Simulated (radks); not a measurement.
Results of a calculation; reference values are marked as such.
Spherical quantum dot in the effective-mass picture: electrons in a parabolic well V = omega^2 r^2 / 2 with omega = 1.04, with a point charge +2 (a donor) at the centre, all in effective atomic units (hartree* = m*/eps^2 hartree, bohr* = eps/m* bohr), one dielectric constant everywhere. Level of theory: non-relativistic Kohn-Sham, PBEsol, spin-polarised, spherical densities (a radial shooting solver with Libxc functionals). Levels are named by radial order and angular momentum (1s, 1p, 1d, 2s, ...), and open shells are averaged over m. Results are scaled to m* = 0.049 and eps = 9.8, for which hartree* = 13.88 meV and bohr* = 10.58 nm.

N = 27, configuration 1s2 1p6 1d10 2s2 1f(up 7, down 0). This is the lowest configuration that the search found. Occupied and some empty levels:

level,occupation,eigenvalue (meV),<r> (nm)
1s up,1,160.89,9.878
1s down,1,160.93,9.694
1p up,3,175.58,21.28
1p down,3,176.36,20.83
2s up,1,177.46,22.11
2s down,1,178.41,21.95
1d up,5,183.35,25.24
1d down,5,184.44,24.99
1f up,7,191.35,27.86
2p up,0,191.86,23.70
1f down,0,192.60,27.76
2p down,0,192.64,23.88
1g up,0,199.93,29.94
1g down,0,201.24,29.94
2d up,0,202.49,26.61
2d down,0,203.29,26.70

Energy (meV): total 2941.24, kinetic 414.48, external 683.20, Hartree 2026.9, exchange-correlation -183.38.

Electron density:

r (nm),n(r) (e/nm^3)
2.25,0.001887
6.00,0.0005273
9.76,0.0002294
13.5,0.0001968
17.3,0.0002167
21.0,0.0002194
24.8,0.0001851
28.5,0.0001241
32.3,0.00006338
36.0,0.00002387
39.8,6.540e-06
43.6,1.315e-06
47.3,1.926e-07
